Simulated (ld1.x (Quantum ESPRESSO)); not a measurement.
Os: excitation energies, all-electron against TM

Os, norm-conserving Troullier–Martins (Kleinman–Bylander form), made with ld1.x (Quantum ESPRESSO) 7.5 (PBEsol, scalar-relativistic). Core [Kr] 4d10 4f14, reference 5s2 5p6 5d6 6s0.5 6p0 (charge +1.5). Waves: 5s (bound): rc 1.40 bohr; 5p (bound): rc 1.15 bohr; 5d (bound): rc 2.00 bohr. Local part: all-electron potential smoothed inside 1.30 bohr (lloc = -1). Core correction: none.

Occupied shells without a wave of their own: 6s. They enter only through the test configuration that unscreens the potential.

Energies are relative to the spin-unpolarised reference configuration 5s2 5p6 5d6 6s0.5 6p0; without spin polarisation the order of configurations can differ from experiment.

```
valence configuration  charge  ΔE all-electron (eV)  error AE − PS (meV)
  5s2 5p6 5d6 6s2 6p0       0               -17.144                +1899
  5s2 5p6 5d6 6s1 6p0      +1                -7.520                 +790
  5s2 5p6 5d6 6s0 6p0      +2                 9.419                 -974
  5s2 5p5 5d6 6s2 6p0      +1                39.806                +3123
  5s2 5p6 5d5 6s2 6p0      +1                -6.026                +2653
  5s2 5p6 5d6 6s1 6p1       0               -12.023                 +755
  5s2 5p6 5d5 6s0 6p0      +3                38.298                -1358
```

These tests converged, but a pseudo level misses the all-electron one widely, so the file describes the atom poorly there or has found another state: 5s2 5p6 5d6 6s0 6p0: empty 6s by 2.1 eV. ld1.x printed “convergence not achieved” for 3 of the counted tests; their residual had stalled under 1e-8, short of the target of 1e-14. The 6s level has no wave, so the channel is fitted at the deeper level alone: the likely source of the large errors.

The potential misses its own reference levels by up to 1.8 eV, so it is not fit for use.
